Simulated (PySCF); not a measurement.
Molfile (atoms numbered from 1):
```
C2H4F4OSi
     RDKit          3D

 12 11  0  0  0  0  0  0  0  0999 V2000
   -1.9474    0.3468   -0.1674 C   0  0  0  0  0  0  0  0  0  0  0  0
   -1.0202   -0.7192   -0.1316 O   0  0  0  0  0  0  0  0  0  0  0  0
    0.5281   -0.9446   -0.4065 Si  0  0  1  0  0  4  0  0  0  0  0  0
    0.9495   -0.6553   -1.9259 F   0  0  0  0  0  0  0  0  0  0  0  0
    1.6124    0.3455    0.5772 C   0  0  0  0  0  0  0  0  0  0  0  0
    1.1376    1.6073    0.4574 F   0  0  0  0  0  0  0  0  0  0  0  0
    2.9035    0.3972    0.2083 F   0  0  0  0  0  0  0  0  0  0  0  0
    1.6194    0.0889    1.9032 F   0  0  0  0  0  0  0  0  0  0  0  0
   -2.1349    0.6408   -1.2003 H   0  0  0  0  0  0  0  0  0  0  0  0
   -1.5714    1.2049    0.3896 H   0  0  0  0  0  0  0  0  0  0  0  0
   -2.8697   -0.0124    0.2878 H   0  0  0  0  0  0  0  0  0  0  0  0
    0.7944   -2.3006   -0.0178 H   0  0  0  0  0  0  0  0  0  0  0  0
  1  2  1  0
  2  3  1  0
  3  4  1  0
  3  5  1  0
  5  6  1  0
  5  7  1  0
  5  8  1  0
  1  9  1  0
  1 10  1  0
  1 11  1  0
  3 12  1  1
M  END
```

Geometry: GFN2-xTB; GIAO shifts from PySCF 2.14, gas phase, non-relativistic, averaged over equivalent atoms.

At OPBE/aug-cc-pVDZ (224 basis functions, 53 s wall time on 1 thread of an AMD EPYC 7R13, shared host):
```tsv
atoms	δ (ppm)
C5	130.1
C1	53.3
O2	35.5
Si3	-38.4
F6/F7/F8	-82.1
F4	-178.3
H12	5.04
H9/H10/H11	4.20
```

Scale: TMS for $^{13}$C (σref 197.17) and $^{29}$Si (σref 405.17) and $^{1}$H (σref 31.79); $^{17}$O (σref 336.39) against H2O; CFCl3 for $^{19}$F (σref 167.37) (reference shieldings calculated alike).

**Question.** What do these become at mPW1PW91/Sadlej pVTZ?

**Answer.** 
```tsv
atoms	δ at mPW1PW91/Sadlej pVTZ	change
C5	140.0	+9.9
C1	53.4	+0.1
O2	28.3	-7.2
Si3	-55.5	-17.1
F6/F7/F8	-79.8	+2.3
F4	-179.5	-1.2
H12	5.01	-0.03
H9/H10/H11	4.38	+0.18
```

Referencing at the same level of theory: $^{13}$C (σ = 196.89 ppm) and $^{29}$Si (σ = 352.03 ppm) and $^{1}$H (σ = 32.13 ppm) against TMS; $^{17}$O (σ = 336.91 ppm) against H2O; $^{19}$F (σ = 176.69 ppm) vs CFCl3.

The largest change is at Si3 (silicon bonded to C, F, O, H). Cost: 236 basis functions, 30 s wall time on 1 thread of an AMD EPYC 7R13, shared host.

Unscaled 19F shifts against computed CFCl3 carry errors that often reach 10 to 50 ppm. Experimental scales use liquid or dissolved standards, which lie at an offset from isolated H2O (liquid H2O: subtract about 36 ppm).
